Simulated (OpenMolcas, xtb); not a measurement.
**C2H9NSi (SMILES CN(C)[SiH3]): the dipole moment, rung by rung**

The species is C2H9NSi (13 atoms), meant as a singlet with charge 0. As SMILES, `CN(C)[SiH3]`. Geometry: relaxed at PBE0-D4/def2-TZVP.

| atom | x (Å) | y (Å) | z (Å) |
| --- | --- | --- | --- |
| C | -0.8534 | 1.0515 | -0.5674 |
| N | -0.0643 | 0.1014 | 0.1769 |
| C | 1.2573 | 0.5768 | 0.5037 |
| Si | -0.4044 | -1.5804 | 0.1019 |
| H | -0.4161 | 1.2925 | -1.5485 |
| H | -0.9475 | 1.9915 | -0.0094 |
| H | -1.8607 | 0.6637 | -0.7354 |
| H | 1.1974 | 1.5091 | 1.0790 |
| H | 1.8701 | 0.7783 | -0.3884 |
| H | 1.7871 | -0.1567 | 1.1157 |
| H | 0.0687 | -2.2753 | -1.1371 |
| H | -1.8797 | -1.7523 | 0.1670 |
| H | 0.2656 | -2.2347 | 1.2567 |

Each level gives the dipole moment (D). The values are calculated.

```tsv
level	kind	program	value (D)	CPU time
GFN2-xTB	semi-empirical	xtb	1.14	under 2 s
HF/6-31G* (spherical functions)	Hartree–Fock	OpenMolcas	0.95	16 s
SVWN5/6-31G* (spherical functions)	LDA	OpenMolcas	0.98	56 s
revPBE/6-31G* (spherical functions)	GGA	OpenMolcas	0.99	52 s
TPSS/6-31G* (spherical functions)	meta-GGA	OpenMolcas	1.02	64 s
r2SCAN/6-31G* (spherical functions)	meta-GGA	OpenMolcas	0.99	64 s
B3LYP/6-31G* (spherical functions)	global hybrid	OpenMolcas	0.94	47 s
```

The values span 0.94 to 1.14 D. Magnitudes only. CPU times are rough (shared hosts, several kinds of processor and program).
